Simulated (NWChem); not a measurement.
Species: C$_{4}$H$_{7}$F; SMILES F/C(=C/C)C

Results from NWChem. All runs use the structure optimised with PBE0/def2-SVP. Level: M06-2X/def2-SVP with COSMO at NWChem's default radii, gas-phase geometry; the question gives the dielectric constant.

**Question.** Predict the results for dielectric constant 11.7. Quantities: electrostatic solvation energy (kcal/mol); dipole in solution (D).

**Answer.** 
```
Item                                       Value
-----------------------------------------  -----
electrostatic solvation energy (kcal/mol)   -2.4
dipole in solution (D)                      2.13
```
